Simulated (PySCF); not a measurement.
Manganese: a sound run and one with changed settings

Sound run: Mn²⁺ [Ar] 3d5, Mn³⁺ [Ar] 3d4. All numbers are calculated (PySCF 2.14, the non-relativistic Hamiltonian (point nucleus), in 6-31G* (5s4p2d1f, 34 functions)). In the sound run the correlated levels freeze [Ar]. The sound run starts from symmetry-adapted Hartree-Fock orbitals and uses a fine grid where one is needed.

Changed run: basis STO-3G. This setting is unsound on purpose.

```json
{"species": "Mn²⁺", "method": "UHF", "sound run (hartree)": "-1148.96649", "changed run (hartree)": "-1137.01113", "converged": "yes"}
{"species": "Mn²⁺", "method": "PBE0", "sound run (hartree)": "-1149.79939", "changed run (hartree)": "-1137.66828", "converged": "yes"}
{"species": "Mn²⁺", "method": "PBE", "sound run (hartree)": "-1149.74074", "changed run (hartree)": "-1137.53771", "converged": "yes"}
{"species": "Mn²⁺", "method": "MP2", "sound run (hartree)": "-1149.00556", "changed run (hartree)": "-1137.01122", "converged": "yes"}
{"species": "Mn³⁺", "method": "UHF", "sound run (hartree)": "-1147.76400", "changed run (hartree)": "-1136.06839", "converged": "yes"}
{"species": "Mn³⁺", "method": "PBE0", "sound run (hartree)": "-1148.54667", "changed run (hartree)": "-1136.70042", "converged": "yes"}
{"species": "Mn³⁺", "method": "PBE", "sound run (hartree)": "-1148.48471", "changed run (hartree)": "-1136.57776", "converged": "yes"}
{"species": "Mn³⁺", "method": "MP2", "sound run (hartree)": "-1147.78177", "changed run (hartree)": "-1136.06842", "converged": "yes"}
```

Ionisation energy of Mn²⁺:

```json
{"method": "UHF", "sound run (eV)": "32.721", "changed run (eV)": "25.653"}
{"method": "PBE0", "sound run (eV)": "34.088", "changed run (eV)": "26.337"}
{"method": "PBE", "sound run (eV)": "34.178", "changed run (eV)": "26.121"}
{"method": "MP2", "sound run (eV)": "33.301", "changed run (eV)": "25.655"}
{"method": "SCS-MP2", "sound run (eV)": "32.915", "changed run (eV)": "25.654"}
```

A minimal basis cannot let orbitals breathe on ionisation and holds almost no correlation.

For comparison, NIST gives 33.668 ± 0.012 eV between the lowest levels.
